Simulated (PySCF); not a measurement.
# One molecule, several mistakes: AlGeH4N2 cation

All numbers below are calculated, not measured. They come from PySCF 2.14.0, an open-source quantum chemistry program, on an isolated molecule that a program drew, which may never have been made. The molecule is AlGeH4N2 cation (charge +1, singlet), drawn as the SMILES string `[NH2][GeH+][N]=[AlH]`.

Each row is a Hartree-Fock (HF) and frozen-core CCSD(T) single point in the cc-pV(D+d)Z basis, meant for a local HF minimum. Run 1 is clean. Each other run has one planted mistake out of seven kinds, and not every kind appears here: one electron removed, one electron added, multiplicity raised by two, geometry at a saddle point, minimal basis STO-3G, one bond length entered in bohr, all coordinates scaled. The reference is restricted for singlets and unrestricted otherwise, and also for a bond in bohr. Adding or removing an electron swaps singlet and doublet. Electrons count all cores. HOMO and LUMO are orbital energies over both spins, the gradient is its largest component, and the lowest frequency (negative if imaginary) is given only where the gradient is small. Bond lengths are over the 7 bonds as drawn. T1 is the CCSD diagnostic: over 0.02 (restricted) or 0.045 (unrestricted) a single reference is doubtful. Germanium has the cc-pVDZ-PP basis, with a core potential (ECP10MDF) in place of its 10 inner electrons, and its 3s, 3p and 3d shells are frozen in CCSD(T).

Geometry of the clean run:
```xyz
8
AlGeH4N2 cation, angstrom
N    -0.3691   -0.9482   -0.0030
Ge   -0.4632   -0.6070   -1.7123
N    -0.5813    0.9782   -2.3035
Al   -0.6940    2.4578   -3.0180
H    -0.3807   -0.2332    0.7002
H    -0.2993   -1.8792    0.3633
H    -0.4291   -1.8404   -2.5781
H    -0.7995    3.8496   -3.6688
```

| run | electrons | basis functions | <S^2> | HOMO (eV) | LUMO (eV) | gradient (hartree/bohr) | lowest frequency (cm^-1) | mean bond (Å) | longest bond (Å) | T1 | HF (hartree) | CCSD(T) (hartree) | mistake |
|---|---|---|---|---|---|---|---|---|---|---|---|---|---|
| 1 | 62 | 94 | 0.000 | -15.08 | -2.92 | 3.5e-05 | 90 | 1.4488 | 1.745 | 0.0193 | -646.30447 | -646.81740 | no fault |
| 2 | 63 | 94 | 0.900 | -4.01 | 1.83 | 3.5e-02 | - | 1.4488 | 1.745 | 0.0293 | -646.42934 | -646.96283 | one electron added |
| 3 | 62 | 94 | 1.041 | -12.18 | -4.63 | 5.3e-02 | - | 1.6644 | 3.205 | 0.0288 | -646.14729 | -646.63695 | one bond length entered in bohr |
| 4 | 61 | 94 | 0.759 | -20.94 | -11.03 | 9.2e-02 | - | 1.4488 | 1.745 | 0.0210 | -645.83922 | -646.30243 | ? |
| 5 | 62 | 94 | 2.033 | -9.69 | -5.44 | 1.5e-01 | - | 1.4488 | 1.745 | 0.0777 | -646.14254 | -646.63906 | ? |

**Which mistake was planted in run 4, and what did it cost?**

It counts 61 electrons, one fewer than the clean run, at the same geometry and basis. So the mistake is: one electron removed. Subtracting run 1 and multiplying by 627.51 kcal/mol a hartree, the energy moved by 291.9 kcal/mol in HF and 323.1 kcal/mol in CCSD(T).

**Which mistake was planted in run 5, and what did it cost?**

Electrons, basis and geometry are unchanged, and <S^2> is 2.033, beside S(S+1) = 2.00 for a multiplicity of 3. So the mistake is: multiplicity raised by two. Subtracting run 1 and multiplying by 627.51 kcal/mol a hartree, the energy moved by 101.6 kcal/mol in HF and 111.9 kcal/mol in CCSD(T).

Cautions from the logs. Run 5: T1 is over the limit, so its CCSD(T) energy is less reliable.
